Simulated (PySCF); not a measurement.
Molfile (atoms numbered from 1):
```
C4H9N3Si
     RDKit          3D

 17 16  0  0  0  0  0  0  0  0999 V2000
   -1.7307    0.4723    1.7333 C   0  0  0  0  0  0  0  0  0  0  0  0
   -1.4905    0.0139    0.5970 N   0  0  0  0  0  0  0  0  0  0  0  0
   -0.1415    0.1103   -0.4912 Si  0  0  2  0  0  4  0  0  0  0  0  0
    1.1576    1.4610   -0.1857 C   0  0  0  0  0  0  0  0  0  0  0  0
   -0.6842    0.2231   -2.1260 N   0  0  0  0  0  0  0  0  0  0  0  0
    0.6528   -1.6324   -0.3220 C   0  0  0  0  0  0  0  0  0  0  0  0
    1.1087   -1.8208    1.0129 C   0  0  0  0  0  0  0  0  0  0  0  0
    1.4566   -1.9239    2.0995 N   0  0  0  0  0  0  0  0  0  0  0  0
   -1.0716    1.1429    2.2903 H   0  0  0  0  0  0  0  0  0  0  0  0
   -2.6614    0.1997    2.2255 H   0  0  0  0  0  0  0  0  0  0  0  0
    0.6993    2.4449   -0.1532 H   0  0  0  0  0  0  0  0  0  0  0  0
    1.9176    1.4783   -0.9600 H   0  0  0  0  0  0  0  0  0  0  0  0
    1.6568    1.2977    0.7653 H   0  0  0  0  0  0  0  0  0  0  0  0
   -0.9313    1.1316   -2.4821 H   0  0  0  0  0  0  0  0  0  0  0  0
   -1.3567   -0.4549   -2.4471 H   0  0  0  0  0  0  0  0  0  0  0  0
   -0.0799   -2.4024   -0.5572 H   0  0  0  0  0  0  0  0  0  0  0  0
    1.4915   -1.7292   -1.0091 H   0  0  0  0  0  0  0  0  0  0  0  0
  1  2  2  0
  2  3  1  0
  3  4  1  0
  3  5  1  6
  3  6  1  0
  6  7  1  0
  7  8  3  0
  1  9  1  0
  1 10  1  0
  4 11  1  0
  4 12  1  0
  4 13  1  0
  5 14  1  0
  5 15  1  0
  6 16  1  0
  6 17  1  0
M  END
```

Geometry: GFN2-xTB; GIAO absolute shieldings from PySCF 2.14.0 with density-fitted response routines, gas phase, non-relativistic, averaged over equivalent atoms.

At OLYP/pcSseg-0 (94 basis functions, 17 s wall time on 1 thread of an Arm Neoverse V1, shared host):
```csv
atoms,σ (ppm)
C1,22.0
C7,67.1
C6,183.5
C4,197.4
N2,-147.6
N8,-17.8
N5,247.4
Si3,352.8
H9,23.96
H10,24.16
H16,31.47
H17,31.74
H11/H12/H13,32.92
H14/H15,33.22
```

Predict the values at PBE0/def2-SVPD on the same geometry.

Answers


```tsv
atoms	σ at PBE0/def2-SVPD	change
C1	30.2	+8.2
C7	84.3	+17.2
C6	192.4	+8.9
C4	200.9	+3.5
N2	-122.8	+24.8
N8	8.2	+26.0
N5	247.5	+0.1
Si3	426.6	+73.8
H9	22.94	-1.02
H10	23.07	-1.09
H16	30.19	-1.28
H17	30.44	-1.30
H11/H12/H13	31.54	-1.38
H14/H15	31.08	-2.14
```

The largest change is at Si3 (silicon bonded to 2 C, 2 N). Cost: 236 basis functions, 50 s wall time on 1 thread of an Arm Neoverse V1, shared host. The order of the carbon signals is the same at both levels.
